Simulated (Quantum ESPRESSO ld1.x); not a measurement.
Results of a calculation; reference values are marked as such.
Task: The mean radii <r> (bohr) of the occupied orbitals of an atom or ion are listed with their occupations. Code: ld1.x of Quantum ESPRESSO 7.5. Model: scalar-relativistic Kohn-Sham, revPBE, spin-unpolarised, spherical densities, point nucleus.

orbital  occ.      <r>
1s          2  0.05030
2s          2   0.2261
2p          6   0.1983
3s          2   0.6813
3p          6   0.7137
3d         10   0.8965
4s          1    2.416
6p          1    18.95

Name the element and its charge.

Result: Z = 30, zinc, charge 0: Zn in [Ar] 3d10 4s1 6p1. The 1s radius gives Z: for a bare nucleus <r> = (2 gamma + 1)/(2Z) with gamma = sqrt(1 - (Z/c)^2), 0.04919 bohr for Z = 30, and screening makes it slightly larger (0.05030 here). The occupations add up to 30, and the charge is Z minus that.
